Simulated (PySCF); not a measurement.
Delta-SCF ions had no search for a lower state. Excitations are Tamm–Dancoff values on a coarser integration grid. The basis has no diffuse functions, so Rydberg states are missing or too high.

Species: H₆GeSn, SMILES `[GeH3][SnH3]` (charge 0, multiplicity 1).

Question: What S1 oscillator strength, vertical ionisation energy (Delta-SCF), S1 excitation (TDA), HOMO, T1 excitation (TDA), brightest of the four lowest singlets (TDA), LUMO and S1–T1 gap (TDA) does PBE-D3(BJ)/def2-TZVP // B3LYP-D3(BJ)/def2-TZVP (PySCF) give?

Answer: 
The S1 oscillator strength is 0.523 and the vertical ionisation energy (Delta-SCF) comes out as 9.73 eV. The S1 excitation (TDA) comes out as 6.67 eV. The HOMO is -6.89 eV and the T1 excitation (TDA) is 5.48 eV. The brightest of the four lowest singlets (TDA) is 6.67 eV and the LUMO comes out as -1.05 eV. The S1–T1 gap (TDA) is 1.19 eV.
